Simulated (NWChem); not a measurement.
System: CH$_{6}$Ge; SMILES [CH3][GeH3]

Program: NWChem. The level has its own optimisation; frequencies are unscaled.

Task: What does the run give for LDA (Slater exchange, VWN5)/def2-SVP? Quantities: r C–Ge (Å); r Ge–H (Å); r C–H (Å); highest harmonic frequency (cm⁻¹); lowest (cm⁻¹); zero-point energy (kcal/mol); dipole (D).

Result: 
```
Quantity                           Value
---------------------------------  -----
r C–Ge (Å)                         1.938
r Ge–H (Å)                         1.545
r C–H (Å)                          1.109
highest harmonic frequency (cm⁻¹)   3104
lowest (cm⁻¹)                        173
zero-point energy (kcal/mol)        36.1
dipole (D)                          0.80
```
